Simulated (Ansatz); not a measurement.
Program: Ansatz 0.2.0.

Basis-set series for C$_{2}$H$_{4}$FNSi (`FC1=N[SiH2]C1`). Charge 0, multiplicity 1. The structure was optimised at the PBE0-D4/def2-TZVP level.

```json
{"functional": "PBE0-D4", "basis": "def2-SVP", "functions": "94", "energy (Eh)": "-522.05099", "HOMO (eV)": "-7.94", "LUMO (eV)": "-0.04"}
{"functional": "PBE0-D4", "basis": "def2-TZVPP", "functions": "222", "energy (Eh)": "-522.42809", "HOMO (eV)": "-8.07", "LUMO (eV)": "-0.19"}
{"functional": "ωB97M-V", "basis": "def2-SVP", "functions": "94", "energy (Eh)": "-522.31673", "HOMO (eV)": "-10.28", "LUMO (eV)": "2.30"}
{"functional": "ωB97M-V", "basis": "def2-TZVPP", "functions": "222", "energy (Eh)": "-522.70264", "HOMO (eV)": "-10.44", "LUMO (eV)": "1.58"}
```

Task: Give the rows for def2-QZVPP. (An estimate is asked.)

Result: The calculation gave: 
| functional | basis | functions | energy (Eh) | HOMO (eV) | LUMO (eV) |
| --- | --- | --- | --- | --- | --- |
| PBE0-D4 | def2-QZVPP | 418 | -522.45053 | -8.10 | -0.26 |
| ωB97M-V | def2-QZVPP | 418 | -522.72349 | -10.47 | 1.18 |

Positive LUMOs are unbound and depend on the basis.
